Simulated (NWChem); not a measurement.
A series in which one site is exchanged, each optimised at PBE0/def2-SVP with NWChem, gas phase unless a solvent is named. Low-valent species are run as closed-shell singlets; no triplet was tried in these runs. Some are not confirmed as minima by frequencies. def2 effective core potentials on Sn, I; no spin-orbit coupling.

A: [SnH][CH3] (CH4Sn; site = H)
B: [CH3][Sn][Br] (CH$_{3}$BrSn; site = Br)
C: [CH3][Sn][I] (CH3ISn; site = I)

Values for A:

```
Property                                             Result
---------------------------------------------------  ------
vertical ionisation energy, ΔSCF, PBE/def2-SVP (eV)    8.29
static polarisability, PBE0/def2-SVPD (bohr³)          61.7
lowest singlet excitation, PBE0/def2-SVPD, TDA (eV)    2.48
```

Task: How do these values change for the other members?

Result: 
| change from A | B | C |
|---|---|---|
| vertical ionisation energy, ΔSCF, PBE/def2-SVP (eV) | +0.11 | -0.09 |
| static polarisability, PBE0/def2-SVPD (bohr³) | +19.7 | +36.2 |
| lowest singlet excitation, PBE0/def2-SVPD, TDA (eV) | +0.25 | +0.06 |
